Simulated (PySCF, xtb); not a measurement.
C5H5F, SMILES C=CC=C=CF.

xtb with GFN2-xTB at its own geometry gives an orbital gap of 3.75 eV and a dipole moment of 2.55 D.

Geometry: B3LYP-D3(BJ)/def2-SVP. The structure was generated by enumeration, and PubChem lists no compound with its InChIKey, so it may never have been made. Other conformers were not sampled.

Q: What does HF/def2-TZVP run with PySCF give? (Estimate from the structure and the level; the computed values follow.)

A: gap 11.67 eV (levels -9.30 and 2.36 eV), dipole 2.14 D.
